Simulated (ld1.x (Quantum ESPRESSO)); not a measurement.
# Transferability test, RRKJ potential for C

ld1.x (Quantum ESPRESSO) 7.5 input, shortened:

```
&input
   title='C', zed=6., rel=0, dft='PW91', iswitch=3,
   config='[He] 2s1.5 2p2.5'
 /
 &inputp
   pseudotype=2, tm=.false., rho0=0.02, lloc=0,
   nlcc=.false.
 /
2
2P  2  1   2.50   0.00  1.95  1.95  0.0
2S  1  0   1.50   0.00  0.95  0.95  0.0
 &test
   configts(1)='2s1.5 2p2.5'
 /
```

Energies are relative to the spin-unpolarised reference configuration 2s1.5 2p2.5; without spin polarisation the order of configurations can differ from experiment. The frozen-core shift is the all-electron ΔE with the core orbitals held at their reference shape minus the fully relaxed ΔE.

Problem. Give the all-electron excitation energy and the error of the potential for: 2s2 2p2; 2s2 2p1; 2s2 2p0; 2s1 2p2; 2s2 2p2.3; 2s1 2p3; 2s2 2p1.5.

Solution.

```csv
valence configuration,charge,ΔE all-electron (eV),error AE − PS (meV),frozen-core shift (meV)
2s2 2p2,0,-4.223,-0.2,+0.1
2s2 2p1,+1,6.709,+54,+0.3
2s2 2p0,+2,30.945,+381,+3.0
2s1 2p2,+1,15.430,-9.7,+0.3
2s2 2p2.3,-0.3,-5.398,-2.9,+0.1
2s1 2p3,0,4.228,-0.4,+0.1
2s2 2p1.5,+0.5,-0.226,+13,+0.1
```

Levels in the configuration 2s2 2p2:

```
level  all-electron (eV)  pseudo (eV)
   2s            -13.785      -13.772
   2p             -5.346       -5.333
```

ld1.x printed “convergence not achieved” for 7 of the counted tests; their residual had stalled under 1e-8, short of the target of 1e-14.
